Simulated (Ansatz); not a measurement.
The cluster Si4. The state is a triplet with charge 0. Geometry r2SCAN-D4/def2-TZVP, that of the charge +1 doublet; atoms count from 1.

```
atom   x (Å)   y (Å)   z (Å)
 Si1  -0.909   0.918   0.275
 Si2  -0.448  -0.912   1.563
 Si3   0.909  -0.919  -0.276
 Si4   0.447   0.913  -1.563
```

At PBE0-D4/def2-TZVP a singlet of charge 0 lies 0.43 eV below the triplet at the same geometry. The structure comes from a short search, and lower isomers may exist.

Q: Estimate the Mulliken populations from the PBE0/def2-TZVP orbitals of Ansatz.

A: 
```
atom  charge (e)  spin (α − β)
 Si1        0.07         -0.02
 Si2       -0.07          1.02
 Si3        0.07         -0.02
 Si4       -0.07          1.02
```
Mulliken values and Mayer orders depend strongly on the basis.

Q: Where does the spin sit?

A: Summed by element: Si 2.00, of 2 unpaired in all. Largest on single atoms: Si2 1.02, Si4 1.02, Si1 -0.02.

Q: And the Mayer bond orders between bonded heavy atoms (over 0.3)?

A: Si1–Si2 1.12 (2.28 Å); Si1–Si3 0.96 (2.64 Å); Si1–Si4 1.12 (2.28 Å); Si2–Si3 1.12 (2.29 Å); Si3–Si4 1.12 (2.29 Å). Values over 0.3 also appear between atoms too far apart for a bond (Si2–Si4 0.47 at 3.73 Å); they arise where an orbital or an unpaired electron spreads over both atoms.
